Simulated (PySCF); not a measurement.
Cd(F)(Et) (C₂H₅CdF), SMILES C[CH2][Cd][F]. Geometry optimised at PBE-D3(BJ)/def2-SVP. The structure was generated by enumeration; whether it is a known compound was not checked. The def2 effective core potentials stand for the cores of Cd; spin–orbit coupling is left out. The values are those of a single conformer.

Calculation: PBE-D3(BJ)/def2-SVP run with PySCF.

Harmonic wavenumbers (cm⁻¹): 95, 118, 234, 242, 468, 597, 638, 918, 941, 1024, 1149, 1201, 1345, 1391, 1423, 1424, 2955, 2992, 3032, 3044, 3063. Rotational constants (GHz): 23.29, 1.916, 1.811; symmetry number 1.

Q: Work out the zero-point energy and the ideal-gas rigid-rotor harmonic-oscillator thermochemistry at 298.15 K and 1 atm.

A: ZPE = ½ Σ hcν = ½ × 28294 cm⁻¹ = 169.24 kJ/mol. H − E(el) = 187.56 kJ/mol. Entropy in J/(mol K): translation 172.08, rotation 107.90, vibration 51.95, total 331.93. G − E(el) = 88.59 kJ/mol. Cp = 87.29 J/(mol K). Modes under 150 cm⁻¹ make the vibrational entropy uncertain.
